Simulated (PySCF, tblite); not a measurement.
Isomers of C6H10N2Si, one GFN2-xTB conformer each. Single-point energies are computed at PBE0/pcSseg-1 (PySCF, gas phase, no added dispersion term), electronic only.

Question: Rank them by PBE0/pcSseg-1 energy, lowest first (kcal/mol).
A. `[CH2:1]=[CH:2]/[C:3]([CH3:4])=[N:5]\[C@@H:6]([SiH3:7])[C:8]#[N:9]` with C1–C2–C3–C4 11°, C3–N5–C6–Si7 -86°
B. `[CH:1]#[C:2][C:3](=[CH2:4])[C@H:5]1[CH2:6][NH:7][SiH2:8][NH:9]1` with C2–C3–C5–C6 77°, C3–C5–C6–N7 158°, C5–C6–N7–Si8 -31°, C6–N7–Si8–N9 13°, N7–Si8–N9–C5 9°

Answer: B (0.0), A (7.0).

As drawn, the lower has a C≡C bond and an N–H bond, which the higher lacks; the higher has a C≡N group, a C=N bond and an Si–C bond, which the lower lacks. GFN2-xTB itself gives, in the same order: 0.0, 21.3. Both levels put the same isomer lowest.

Q: Which frontier levels, dipoles and rotational constants go with these structures?

A: 
| SMILES | HOMO (eV, PBE0/pcSseg-1) | LUMO (eV) | dipole (D) | A, B, C (MHz) |
| --- | --- | --- | --- | --- |
| C#CC(=C)[C@H]1CN[SiH2]N1 | -6.62 | -0.73 | 0.31 | 3207, 849.2, 731.2 |
| C=C/C(C)=N\[C@@H]([SiH3])C#N | -7.36 | -1.64 | 3.20 | 1785, 999.5, 817.6 |

Q: What happens when harmonic zero-point energies from GFN2-xTB frequencies are added?

A: 
```tsv
SMILES	ZPE (kcal/mol)	electronic (kcal/mol)	with ZPE (kcal/mol)
C#CC(=C)[C@H]1CN[SiH2]N1	90.4	0.0	0.0
C=C/C(C)=N\[C@@H]([SiH3])C#N	87.5	7.0	4.1
```

The zero-point energies span 2.9 kcal/mol. The order is unchanged.
